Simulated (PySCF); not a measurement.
C₁₂H₁₀O, SMILES C=Cc1cc(ccc1)-c1occc1 (GFN2-xTB optimised geometry):

```
23

C      3.746    -1.632     0.001
C      2.711    -0.801     0.001
C      1.298    -1.165     0.000
C      0.852    -2.488     0.000
C     -0.500    -2.772     0.000
C     -1.437    -1.755     0.000
C     -1.018    -0.424     0.000
C     -1.981     0.661     0.000
C     -3.355     0.661     0.000
C     -3.755     2.015     0.000
C     -2.606     2.744     0.000
O     -1.533     1.940     0.000
C      0.347    -0.147     0.000
H      4.758    -1.264     0.000
H      3.636    -2.703     0.000
H      2.897     0.266     0.000
H      1.564    -3.299     0.000
H     -0.830    -3.801     0.000
H     -2.489    -1.990     0.000
H     -4.002    -0.191     0.000
H     -4.758     2.391     0.000
H     -2.427     3.801     0.000
H      0.669     0.884     0.000
```

Calculation: PBE/def2-SVP (PySCF).

What are the frontier orbital energies and the dipole moment?

HOMO-2 -6.77 eV, HOMO-1 -5.70 eV, HOMO -5.06 eV, LUMO -1.96 eV, LUMO+1 -1.42 eV; dipole moment 0.75 D.

Meta-Löwdin charges at PBE/def2-SVP: C1 -0.23, C2 -0.09, C3 0.01, C4 -0.11, C5 -0.10, C6 -0.11, C7 0.00, C8 0.15, C9 -0.17, C10 -0.16, C11 0.03, O12 -0.21, C13 -0.12, H14 0.11, H15 0.10, H16 0.10, H17 0.10, H18 0.11, H19 0.11, H20 0.12, H21 0.12, H22 0.12, H23 0.11.
